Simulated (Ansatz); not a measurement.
Reactions of C$_{2}$H$_{8}$O$_{2}$Si, SMILES `C[Si](C)(O)O`.

Gas-phase electronic energies from Ansatz, PBE0-D4/def2-TZVP geometries. CCSD(T)/CBS is the MP2 limit (def2-TZVPP, def2-QZVPP) plus CCSD(T) − MP2 in def2-TZVPP, frozen cores. This one scheme is used for every species. DFT in def2-TZVPP. For Se outer-core shells are correlated without core-valence functions, which leaves a few kJ/mol of doubt a bond. Scalar relativity is left out up to krypton. Each species was taken in one conformer, which may not be the lowest.

```csv
reaction,PBE-D4 (eV),CCSD(T)/CBS(def2) (eV)
`C[Si](C)(O)O` + `O[SiH2][SiH2]Cl` → `C[SiH](Cl)[SiH2]O` + `C[SiH](O)O`,-0.05,-0.04
`C[Si](C)(O)O` + `OC(O)[SeH]` → `C[Se]C(O)O` + `C[SiH](O)O`,0.38,0.33
`C[Si](C)(O)O` + `C[SiH2]N[SiH3]` → `C[SiH2]N(C)[SiH3]` + `C[SiH](O)O`,0.87,0.90
`C[Si](C)(O)O` + `[NH2][AlH][OH]` → `C[NH][AlH][OH]` + `C[SiH](O)O`,0.90,0.95
```

Largest T1 diagnostic: 0.011, for `C[NH][AlH][OH]`.
